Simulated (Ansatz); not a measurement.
Total energies of CH3BBrFSi, SMILES `FB1C[SiH]1Br`.

Z-matrix (Å, degrees):
```
C
B 1 1.517
Si 1 1.951 2 66.3
H 1 1.097 2 114.9 3 -81.9
H 1 1.088 2 126.0 3 131.5
F 2 1.310 1 135.4 3 -149.8
Br 3 2.215 1 121.8 2 104.5
H 3 1.479 1 110.2 2 -126.1
```

Total charge 0; spin multiplicity 1. Correlated methods freeze the filled d shell of Br. Scalar relativity is left out up to krypton. The structure was optimised at the PBE0-D4/def2-TZVP level. Basis def2-TZVPP, the Gaussian-basis code of Ansatz.

RPA on PBE orbitals: Hartree–Fock energy of these orbitals -3025.13952 Eh, correlation -1.28571 Eh (frozen core).

```json
{"functional": "PBE", "energy without D4 (Eh)": "-3027.65244", "D4 term (kJ/mol)": "-18.8"}
{"functional": "revPBE", "energy without D4 (Eh)": "-3028.04126", "D4 term (kJ/mol)": "-51.5"}
{"functional": "BLYP", "energy without D4 (Eh)": "-3028.35674", "D4 term (kJ/mol)": "-40.7"}
{"functional": "r2SCAN", "energy without D4 (Eh)": "-3028.25466", "D4 term (kJ/mol)": "-4.4"}
{"functional": "B97M-V", "energy without D4 (Eh)": "-3027.81992", "D4 term (kJ/mol)": "–"}
{"functional": "PBE0", "energy without D4 (Eh)": "-3027.77846", "D4 term (kJ/mol)": "-16.0"}
{"functional": "B3LYP", "energy without D4 (Eh)": "-3028.42665", "D4 term (kJ/mol)": "-30.7"}
{"functional": "r2SCANh", "energy without D4 (Eh)": "-3028.24433", "D4 term (kJ/mol)": "-4.8"}
{"functional": "r2SCAN0", "energy without D4 (Eh)": "-3028.23020", "D4 term (kJ/mol)": "-5.3"}
{"functional": "HSE06 (plane-wave form)", "energy without D4 (Eh)": "-3027.76847", "D4 term (kJ/mol)": "-15.1"}
{"functional": "BHLYP", "energy without D4 (Eh)": "-3028.29044", "D4 term (kJ/mol)": "-25.5"}
{"functional": "ωB97X-V", "energy without D4 (Eh)": "-3028.04022", "D4 term (kJ/mol)": "–"}
{"functional": "B2PLYP", "energy without D4 (Eh)": "-3027.72001", "D4 term (kJ/mol)": "–"}
{"functional": "PBE-QIDH", "energy without D4 (Eh)": "-3027.31773", "D4 term (kJ/mol)": "–"}
```

Problem. Give the same for LDA (SPW92), CAM-B3LYP, LC-ωPBE, ωB97M-V. (An estimate is asked.)

Solution. The calculation gave: 
```json
{"functional": "LDA (SPW92)", "energy without D4 (Eh)": "-3022.38076", "D4 term (kJ/mol)": "–"}
{"functional": "CAM-B3LYP", "energy without D4 (Eh)": "-3028.43998", "D4 term (kJ/mol)": "-16.5"}
{"functional": "LC-ωPBE", "energy without D4 (Eh)": "-3027.81944", "D4 term (kJ/mol)": "–"}
{"functional": "ωB97M-V", "energy without D4 (Eh)": "-3028.15700", "D4 term (kJ/mol)": "–"}
```

B3LYP takes the VWN-RPA correlation (the form of Gaussian; ORCA's B3LYP/G). HSE06 is the plane-wave form, built on full-range PBE exchange. The double hybrids freeze the cores in their second-order part.

LC-ωPBE has ω = 0.4 bohr⁻¹.
